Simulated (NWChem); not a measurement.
System: CH$_{6}$O$_{2}$Si$_{2}$; SMILES [SiH2](C=O)[SiH2]O

```xyz
11

O      1.1152     2.1457    -0.0326
C     -0.0921     2.1545    -0.0009
Si    -1.0813     0.4876    -0.0006
Si     0.5962    -1.1480    -0.0059
O     -0.1888    -2.6265     0.0104
H     -0.6413     3.1371     0.0278
H     -1.9639     0.4520     1.2081
H     -1.9607     0.4568    -1.2119
H      1.4506    -0.9923    -1.2249
H      1.4709    -0.9760     1.1965
H      0.3707    -3.4090     0.0087
```
Atoms are numbered in this order, from 1.

Results from NWChem. Pople sets run with spherical d functions. Coordinates come from a PBE0/def2-SVP optimisation. Level: M06-2X/6-31G* with SMD (1 M gas to 1 M solution), gas-phase geometry. Reactions with the solvent are ignored.

Problem. Order these by “cavity-dispersion-structure term (kcal/mol)”, lowest first: methanol; water; ethyl acetate.

Solution. ethyl acetate (-0.9), methanol (3.1), water (5.4)
